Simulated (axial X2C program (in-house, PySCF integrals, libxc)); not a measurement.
Ionising the radicals of a process plasma

Computed with an in-house all-electron X2C program for linear molecules (integrals from PySCF), spin-free (one-electron X2C) or two-component (2c: spin–orbit coupling with atomic mean-field Coulomb and Gaunt terms, which also bring small scalar terms), in Dyall basis sets with cores contracted in-house; open shells are unrestricted.

Level PBE0, 2c. Basis sets: B dyall-v3z, Br dyall-cv3z, C dyall-v3z, Co dyall-cv3z, F dyall-av3z, H dyall-v3z, O dyall-av3z, P dyall-v3z, Sb dyall-cv3z, Sn dyall-cv3z, Ta dyall-cv3z, Ti dyall-cv3z.

```tsv
species	state	ion state	adiabatic IE with zero-point terms (eV)	D0 (eV)	D0 of the ion (eV)
TiF	Ω = 3/2 (⟨Sz⟩ = 1.50, ⟨Lz⟩ = 0.00 at PBE0)	Ω = 1 (⟨Sz⟩ = 1.00, ⟨Lz⟩ = 0.00 at PBE0)	6.97	n/a	n/a
TaH	Ω = 1 (⟨Sz⟩ = 1.98, ⟨Lz⟩ = -0.98 at PBE0)	Ω = 3/2 (⟨Sz⟩ = -1.47, ⟨Lz⟩ = 2.97 at PBE0)	7.01	n/a	n/a
CoP	Ω = 4 (⟨Sz⟩ = 2.00, ⟨Lz⟩ = 2.00 at PBE0)	Ω = 5/2 (⟨Sz⟩ = 0.50, ⟨Lz⟩ = 2.00 at PBE0)	7.80	n/a	n/a
SbH	Ω = 1 (⟨Sz⟩ = 1.00, ⟨Lz⟩ = 0.00 at PBE0)	Ω = 1/2 (⟨Sz⟩ = -0.49, ⟨Lz⟩ = 0.99 at PBE0)	8.69	2.40	n/a
BP	Ω = 2 (⟨Sz⟩ = 1.00, ⟨Lz⟩ = 1.00 at PBE0)	Ω = 3/2 (⟨Sz⟩ = 1.50, ⟨Lz⟩ = 0.00 at PBE0)	9.18	3.45	n/a
BBr	Ω = 0 (closed shell)	Ω = 1/2 (⟨Sz⟩ = 0.50, ⟨Lz⟩ = 0.00 at PBE0)	9.45	4.42	3.61
SnO	Ω = 0 (closed shell)	Ω = 3/2 (⟨Sz⟩ = 0.50, ⟨Lz⟩ = 1.00 at PBE0)	9.55	n/a	n/a
CH	Ω = 1/2 (⟨Sz⟩ = -0.50, ⟨Lz⟩ = 1.00 at PBE0)	Ω = 0 (closed shell)	10.89	3.32	3.94
OH	Ω = 3/2 (⟨Sz⟩ = 0.50, ⟨Lz⟩ = 1.00 at PBE0)	Ω = 1 (⟨Sz⟩ = 1.00, ⟨Lz⟩ = 0.00 at PBE0)	12.81	4.18	n/a
```

Q: Which of these can a metastable argon atom (³P2, 11.55 eV, NIST) ionise on energy grounds?

A: At PBE0, 2c, IE lies below 11.55 eV for TiF, TaH, CoP, SbH, BP, BBr, SnO, CH.

Q: Which of these can a metastable xenon atom (³P2, 8.32 eV, NIST) ionise on energy grounds?

A: At PBE0, 2c, IE lies below 8.32 eV for TiF, TaH, CoP.

Q: Give the threshold for dissociative ionisation to the lowest fragments, IE + D0(ion).

A: At PBE0, 2c: BBr → Br + B+: 13.06 eV; CH → C+ + H: 14.83 eV.

Each entry is the lowest single determinant of a limited PBE0 search at one distance. De goes to single-determinant-based atoms at the same level (for ions the charge split of lowest energy) and is withheld (n/a) where an atom does not fit its ground term or J level. Main or longest-lived isotopes. One determinant is a doubtful description, or other states lie close, for TiF, TiF⁺, TaH, TaH⁺, CoP, CoP⁺, SbH, BP, BP⁺, SnO⁺, CH, OH⁺; these need not be ground states, and all values refer to the states named. Some open-shell Ω = 0 determinants are out of reach, so the Ω given for TiF⁺, TaH, CoP, SbH, BP, OH⁺ need not be the lowest component. With several unpaired electrons the Ω given is that of one determinant, not necessarily of the lowest component. Some light 2c atoms are not at their ground J level, so De misses part of their lowering (0.04 eV or less). The functionals have no current term, which raises determinants with orbital currents. These values were not checked against measured ones; errors of some tenths of an eV are usual, and D0 of doubtful transition-metal species is not given.
